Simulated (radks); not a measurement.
The numbers below are computed, except where a source is named.
Ionisation of Ni3+, [Ar] 3d7, to Ni4+, [Ar] 3d6, under several functionals. Dirac Kohn-Sham, spin-unpolarised, spherical densities, point nucleus; open shells fill j = l - 1/2 first; a radial shooting solver on a logarithmic mesh with Libxc functionals.

| functional | E(Ni3+) (hartree) | Exc (hartree) | IE (eV) | -e(HOMO) (eV) | <r> HOMO (bohr) | IE error (eV) |
|---|---|---|---|---|---|---|
| BP86 | -1518.70929 | -62.71383 | 57.457 | 46.980 | 0.8964 | +2.537 |
| PBE | -1518.23380 | -62.22518 | 57.403 | 46.919 | 0.8982 | +2.483 |
| LDA (Slater exchange, VWN5 correlation) | -1515.73416 | -59.67517 | 57.729 | 47.254 | 0.8974 | +2.809 |
| exchange-only LDA | -1513.43872 | -57.33593 | 55.902 | 45.490 | 0.9020 | +0.982 |
| exchange-only PBE | -1517.05680 | -61.01561 | 56.149 | 45.723 | 0.9035 | +1.229 |
| LDA (Slater exchange, Perdew-Zunger correlation) | -1515.71899 | -59.65963 | 57.713 | 47.240 | 0.8975 | +2.793 |
| SOGGA | -1516.74689 | -60.71370 | 57.239 | 46.758 | 0.8974 | +2.319 |

NIST Atomic Spectra Database: 54.9 eV (semi-empirical). Closest: exchange-only LDA. The Delta-SCF values span 1.83 eV, the total energies 5.27 hartree. The highest occupied level is 3d5/2. Spin polarisation and multiplet splitting are left out, so open shells lie too high by an amount that depends on their filling.

Beside tabulated values, note that spin-unpolarised runs miss the spin-polarisation part of the exchange energy of open shells.
